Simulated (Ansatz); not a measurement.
`[Cl][InH][Cl]` + `[Cl][Ga]([Cl])[I]` → `[Cl][InH][I]` + `[Cl][Ga]([Cl])[Cl]`  (redistribution)

Isolated molecules relaxed with PBE0-D4/def2-TZVP in Ansatz; ΔE leaves out vibrations. CCSD(T)/CBS is the MP2 limit (def2-TZVPP, def2-QZVPP) plus CCSD(T) − MP2 in def2-TZVPP, frozen cores. Functionals use def2-TZVPP. B3LYP here is the variant with VWN-RPA as its local correlation; programs differ in this. Elements past krypton have def2 core potentials. For Ga, I, In outer-core shells are correlated without core-valence functions, which leaves a few kJ/mol of doubt a bond. Scalar relativity is left out up to krypton.

`[Cl][InH][Cl]`:

```xyz
4

Cl   -1.212    1.656   -0.777
In    0.108   -0.134   -0.144
Cl    0.183   -0.378    2.154
H     0.921   -1.145   -1.233
```

`[Cl][Ga]([Cl])[I]`:

```xyz
4

Cl    0.008    0.707    2.036
Ga    0.033    0.055    0.019
Cl    1.136    1.199   -1.385
I    -1.177   -1.960   -0.670
```

`[Cl][InH][I]`:

Z-matrix (Å, degrees):
```
In
Cl 1 2.321
I 1 2.639 2 113.2
H 1 1.700 2 120.9 3 180.0
```

`[Cl][Ga]([Cl])[Cl]`:

Z-matrix (Å, degrees):
```
Ga
Cl 1 2.112
Cl 1 2.112 2 120.0
Cl 1 2.112 2 120.0 3 180.0
```

(1) Is it downhill or uphill in electronic energy at CCSD(T)/CBS, and by how much? (An estimate is asked.)

(2) What do these levels give: LDA (SPW92), PBE-D4, B97M-V, B3LYP-D4, r2SCANh-D4, RPA@PBE/def2-TZVPP, CCSD/def2-SVP, HF/def2-TZVPP, MP2/def2-TZVPP, SCS-MP2/def2-QZVPP, HF/CBS(def2), MP2/CBS(def2)? (An estimate is asked.)

(3) What do rigid-rotor, harmonic-oscillator terms from PBE0-D4/def2-TZVP frequencies (298.15 K, 1 bar) make of the CCSD(T)/CBS value? (Best estimate.)

Largest T1 diagnostic among the species: 0.013.

Answers

(1) The calculation gave: Downhill: ΔE = -12.8 kJ/mol.

(2) The calculation gave: LDA (SPW92) -11.7, PBE-D4 -9.1, B97M-V -9.7, B3LYP-D4 -9.6, r2SCANh-D4 -12.0, RPA@PBE/def2-TZVPP -9.4, CCSD/def2-SVP -18.5, HF/def2-TZVPP -15.8, MP2/def2-TZVPP -11.7, SCS-MP2/def2-QZVPP -12.6, HF/CBS(def2) -15.8, MP2/CBS(def2) -13.3 kJ/mol.

(3) Computed: ΔZPE = +0.2 kJ/mol, ΔH = -12.8 kJ/mol, ΔS = -4 J/(mol·K), ΔG = -11.6 kJ/mol.

In def2-TZVPP, CCSD(T) changes the Hartree–Fock value by +4.6 kJ/mol (the triples alone add +0.7 kJ/mol) and MP2 by +4.1 kJ/mol. Leaving LDA and LC-ωPBE aside and taking each functional with its dispersion term where it has one, the values, not all of them listed here, spread over 5.1 kJ/mol, from PBE-QIDH to BLYP-D4.
